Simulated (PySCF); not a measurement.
A structure optimised at PBE0-D3(BJ)/def2-SVP, used in a PySCF frequency run:

```xyz
7

N      2.1546    -0.3849     0.5049
Ge     0.3705    -0.1892     0.4354
F     -0.2721    -0.6147     1.9795
Br    -0.1141     1.9938     0.0177
Br    -0.7331    -1.5535    -1.0349
H      2.4944    -1.3418     0.4532
H      2.6692     0.2132    -0.1356
```

Q: Write its SMILES and formula.

A: [NH2][Ge]([F])([Br])[Br], Br2FGeH2N

Q: What are its rotational constants (standard atomic weights)?

A: 1.8614, 0.79256, 0.66409 GHz
